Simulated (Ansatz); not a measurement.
CH3AlNSi, SMILES `N#[C][Al-][SiH3]` (lower singlet) (charge -1, multiplicity 1). This singlet lies 0.77 eV below the relaxed triplet at the level frozen-core CCSD(T)/aug-cc-pVTZ // B3LYP-D3(BJ)/def2-TZVPD (Ansatz, a quantum-chemistry and plane-wave program).

Cartesian coordinates (Å):
SMILES: [C]([Al-][SiH3])#N
```xyz
7

N      3.0431     0.4589     0.1273
C      2.1575    -0.2091    -0.2188
Al     0.7779    -1.5769    -0.9144
Si    -1.1236     0.0331    -0.1922
H     -1.1383     1.3887    -0.8522
H     -1.1956     0.3705     1.2757
H     -2.5211    -0.4651    -0.4675
```
Charge -1, spin multiplicity 1.

Frozen-core energies in aug-cc-pVDZ from Ansatz at a geometry from B3LYP-D3(BJ)/def2-TZVPD; the HF reference has <S^2> = 0.00 (restricted, and unstable towards unrestricted orbitals) and the T1 diagnostic is 0.017.

```csv
level,energy (Ha)
HF,-624.94454
MP2,-625.40873
CCSD,-625.45230
```

Q: Estimate the energies of CCSD(T), CCSDT and CCSDT(Q), and give each level's difference from CCSDT(Q).

A: 
```csv
level,energy (Ha),difference from CCSDT(Q) (mHa)
MP2,-625.40873,69.44
CCSD,-625.45230,25.87
CCSD(T),-625.47470,3.46
CCSDT,-625.47595,2.21
CCSDT(Q),-625.47817,0.00
```
